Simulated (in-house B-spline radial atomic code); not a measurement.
A fraction x of an electron is moved 3d → 4p in Kr²⁺, starting from [Ar] 3d10 4s2 4p4 and keeping the highest spin. Method: scalar-relativistic (X2C) SCAN, spin-polarised, spherical fractional occupations, Fermi nucleus of rms radius 4.1884 fm. Calculated with an all-electron radial atomic-structure program (B-spline basis).

```csv
x,E(x) - E(0) (eV),3d down level (eV),4p down level (eV)
0,0.0000,-108.016,-29.846
0.125,9.8464,-109.632,-30.258
0.25,?,?,?
0.375,29.9925,-112.866,-31.067
0.5,40.2942,-114.491,-31.463
0.625,50.7496,-116.117,-31.855
0.75,61.3597,-117.743,-32.243
0.875,?,?,?
1,83.0468,-121.007,-33.006
```

Task: What belongs in the row x = 0.25?

Result: An energy change of 19.8437 eV; 3d down at -111.248 eV, 4p down at -30.665 eV.

Task: What belongs in the row x = 0.875?

Result: An energy change of 72.1250 eV; 3d down at -119.374 eV, 4p down at -32.626 eV.

Task: Check Janak's theorem between x = 0.375 and 0.5.

Result: The slope of the energy is 82.41 eV; the orbital levels give 82.41 eV (ε of the receiving orbital less ε of the emptying one, averaged over the two points).
